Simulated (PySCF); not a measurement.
Radial density of Te (tellurium, neutral)

UHF, [Kr] 4d10 5s1 5p4 6s1, high-spin 5P determinant (an excited configuration). Calculation: PySCF 2.14, in aug-cc-pwCVTZ-PP with ECP28MDF (8s7p6d4f1g, 96 functions); a scalar-relativistic core potential. This is the valence pseudo-density: the core potential removes the inner electrons and smooths the orbitals near the nucleus.

```
r (bohr)  4πr²ρ (e/bohr)  4πr²(ρα − ρβ)
 0.00219       2.248e-05         0.0000
 0.00369       6.198e-05         0.0000
 0.00621       0.0001636         0.0000
  0.0104       0.0003896         0.0000
  0.0176       0.0007818         0.0001
  0.0295        0.001337         0.0002
  0.0497        0.001844         0.0002
  0.0836        0.003704         0.0002
   0.141         0.02556         0.0004
   0.236          0.3408         0.0044
   0.398           5.246         0.1127
   0.669           25.13         0.3014
    1.13           13.03         0.1826
    1.89           3.538         1.8206
    3.18           1.201         0.6433
    5.35          0.3120         0.2641
    9.01         0.03394         0.0337
```

Energies and moments cover only the electrons outside the core potential. The outer electron is Rydberg-like, and this basis confines it to a smaller radius and binds it less than a complete one would.
